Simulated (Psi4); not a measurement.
## GeNH2F3 (SMILES [NH2][Ge]([F])([F])[F]): the dipole moment, rung by rung

GeNH2F3: 7 atoms, total charge 0, spin state singlet. SMILES: `[NH2][Ge]([F])([F])[F]`. The shape was relaxed beforehand at PBE0/def2-TZVP.

```xyz
7

N    -0.4008    0.5236    0.9521
Ge    0.1371   -0.4224   -0.4620
F     1.1452   -1.7018    0.0409
F    -1.2145   -1.0683   -1.2759
F     1.0337    0.4047   -1.6641
H    -1.0923    1.2340    0.7608
H     0.3362    0.8898    1.5369
```

Quantity: the dipole moment, in D. The values are calculated.

```tsv
level	kind	program	value (D)	CPU time
PBE-D4/def2-TZVPP (density fitting)	GGA	Psi4	3.23	39 s
r2SCAN-D4/def2-TZVPP (density fitting)	meta-GGA	Psi4	3.29	75 s
B3LYP-D4/def2-TZVPP (density fitting)	global hybrid	Psi4	3.33	36 s
PBE0-D4/def2-TZVPP (density fitting)	global hybrid	Psi4	3.33	34 s
wB97M-V/def2-TZVPP (density fitting)	range-separated hybrid	Psi4	3.30	81 s
```

All-electron rows without a relativistic Hamiltonian named are non-relativistic. The values span 3.23 to 3.33 D. Magnitudes only. CPU times are rough (shared hosts, several kinds of processor and program).
